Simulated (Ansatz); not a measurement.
Consider the ligand exchange at the Al–C bond: `C#[C][AlH][NH2]` + CH₃NH₂ → `C[NH][AlH][NH2]` + `C#C`.

Computed with Ansatz on PBE0-D4/def2-TZVP structures; ΔE is electronic, products minus reactants. CCSD(T)/CBS is the MP2 limit (def2-TZVPP, def2-QZVPP) plus CCSD(T) − MP2 in def2-TZVPP, frozen cores. This one scheme is used for every species. Functionals use def2-TZVPP. Each species was taken in one conformer, which may not be the lowest.

| species | BHLYP energy (Eh) |
| --- | --- |
| `C#[C][AlH][NH2]` | -375.76538 |
| CH₃NH₂ | -95.83573 |
| `C[NH][AlH][NH2]` | -394.29718 |
| `C#C` | -77.31081 |

Work out ΔE.

ΔE = (-394.29718) + (-77.31081) − (-375.76538) − (-95.83573) = -0.00688 Eh = -4.3 kcal/mol. CCSD(T)/CBS gives -4.7 kcal/mol.

Largest T1 diagnostic among the species: 0.013.

In def2-TZVPP, CCSD(T) changes the Hartree–Fock value by −1.1 kcal/mol (the triples alone add +0.1 kcal/mol) and MP2 by −1.3 kcal/mol. Leaving LDA and LC-ωPBE aside and taking each functional with its dispersion term where it has one, the values, not all of them listed here, spread over 2.4 kcal/mol, from CAM-B3LYP-D4 to B97M-V. LDA lies −2.5 kcal/mol from PBE without D4. The D4 term adds −0.9 kcal/mol with B3LYP and −0.5 kcal/mol with PBE0; it sums over pairs of atoms, weighted by their polarisabilities, and B3LYP, whose exchange is more repulsive, gets the larger term.

B3LYP here is the variant with VWN-RPA as its local correlation; programs differ in this.
